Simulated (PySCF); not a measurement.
A structure optimised at B3LYP-D3(BJ)/def2-SVP, used in a PySCF frequency run:

```
Al
O 1 1.7006
C 2 1.3923 1 141.44
H 3 1.1061 2 110.90 1 -120.64
H 3 1.1061 4 107.19 2 121.19
H 3 1.1089 4 107.26 5 114.91
O 1 1.7070 2 121.88 3 0.02
H 7 0.9604 1 127.96 2 0.02
C 1 1.9475 2 119.21 3 -179.99
H 9 1.1061 1 107.32 2 55.42
H 9 1.1062 10 104.31 1 113.64
C 9 1.5364 10 110.54 11 118.81
H 12 1.1020 9 111.68 10 -177.93
H 12 1.1020 13 106.53 9 122.18
H 12 1.1036 13 107.32 14 114.69
```
Charge 0, spin multiplicity 1.

### Question
Write its SMILES and formula.

### Answer
C[CH2][Al]([OH])[O]C, C3H9AlO2

### Question
What are its rotational constants (standard atomic weights)?

### Answer
5.4504, 1.4505, 1.1706 GHz
